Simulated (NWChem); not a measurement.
C$_{2}$H$_{5}$NOSi; SMILES N#CC[SiH2]O

All runs: NWChem. Coordinates come from a PBE0/def2-SVP optimisation. Level: M05-2X/def2-SVP with SMD, gas-phase geometry; reactions with the solvents are ignored. One conformer.

```
SMD term (kcal/mol)                  water  n-hexane
----------------------------------  ------  --------
distortion of the solute's density    2.00      0.29
polarisation                        -13.66     -4.06
cavity, dispersion and structure      4.75     -0.24
```

Sum the solvation free energies, find the transfer free energy from water to n-hexane and the partition coefficient at 298.15 K.


1. ΔG(solv, water) = -6.91 kcal/mol and ΔG(solv, n-hexane) = -4.01 kcal/mol (1 M gas to 1 M solution).
2. Transfer: -4.01 − (-6.91) = 2.90 kcal/mol.
3. log₁₀ K(n-hexane/water) = −ΔG/(RT ln 10) = -2.90/1.364 = -2.1, so the model puts more of the solute in water.
4. Of the transfer energy, 7.89 kcal/mol is electrostatic and -4.99 comes from the non-electrostatic term. The two phases are taken as the pure solvents.
